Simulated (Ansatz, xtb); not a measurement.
The molecule SnS, closed-shell singlet (the spin of the measured ground state). No spin–orbit coupling.

The constants come from a fifth-degree fit in 1/R (seven points, main isotopes). Runs in def2 and cc sets follow the lowest solution found near the PBE0 minimum. The singlet is held restricted.

Correlated levels freeze the inner cores; with def2 sets outer-core shells near the valence are correlated too. CBS: X⁻³ extrapolation of the correlation energy, Hartree–Fock from the larger set.

The values were computed with Ansatz (a program for electronic structure); xtb for the GFN methods.  In def2 rows elements past Kr take small-core potentials, without spin–orbit coupling.

Task: What bond length and harmonic frequency does GFN2-xTB give?

Result: r_e = 2.232 Å, ω_e = 509 cm⁻¹.

Task: What bond length and harmonic frequency does B2PLYP/def2-TZVPP give, and what D_e (from each atom's lowest state at the same level)?

Result: r_e = 2.222 Å, ω_e = 480 cm⁻¹, D_e = 5.04 eV.

Task: What bond length and harmonic frequency does CCSD(T)/CBS(def2-TZVPP, def2-QZVPP) give, and what D_e (from each atom's lowest state at the same level)?

Result: r_e = 2.208 Å, ω_e = 494 cm⁻¹, D_e = 5.20 eV.

Measured for the ground state: r_e 2.209 Å [microwave values compiled in ACS Omega 2, 8373 (2017)]. ω_e 487.26 cm-1, ω_e x_e 1.358 cm-1, B_e 0.13686 cm-1, α_e 0.00050563 cm-1 [Huber and Herzberg (1979), NIST Chemistry WebBook]. dipole 3.18 D [compilation of Liu, Meijer and Pérez-Ríos].
